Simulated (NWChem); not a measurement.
Species: SnI2, singlet; SMILES [I][Sn][I]

All runs: NWChem. Low-valent species are run as closed-shell singlets; no triplet was tried in these runs. The geometry was optimised at PBE0/def2-SVP. def2 effective core potentials on Sn, I; no spin-orbit coupling. Level SCAN/def2-SVP: energy and gradient on several grids; changes count from the extra-fine grid, which is no exact limit either.

```json
[
 {"grid": "xcoarse", "size of the energy change (μHa)": "500", "largest change of a gradient component (μHa/bohr)": "30"},
 {"grid": "coarse", "size of the energy change (μHa)": "300", "largest change of a gradient component (μHa/bohr)": "< 30"},
 {"grid": "medium", "size of the energy change (μHa)": "200", "largest change of a gradient component (μHa/bohr)": "< 30"},
 {"grid": "fine", "size of the energy change (μHa)": "100", "largest change of a gradient component (μHa/bohr)": "< 30"},
 {"grid": "xfine", "size of the energy change (μHa)": "< 10", "largest change of a gradient component (μHa/bohr)": "< 30"}
]
```
